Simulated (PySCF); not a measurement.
C2Si, SMILES [C]1[C][Si]1 (connectivity only; charge and spin as stated), neutral, multiplicity 1.

Geometry optimised at PBE-D3(BJ)/def2-TZVP.

Level of theory: PBE-D3(BJ)/def2-TZVP in PySCF.

Frequencies are harmonic and unscaled.

**Question.** Give all harmonic wavenumbers and intensities. (Estimate from the structure and the level; the computed values follow.)

**Answer.** 
| mode | ν (cm⁻¹) | IR (km/mol) | moving atoms (share of kinetic energy) |
|---|---|---|---|
| 1 | 246 | 92.8 | C 91 %, Si 9 % |
| 2 | 783 | 141.1 | C 54 %, Si 46 % |
| 3 | 1770 | 18.3 | C 100 % |
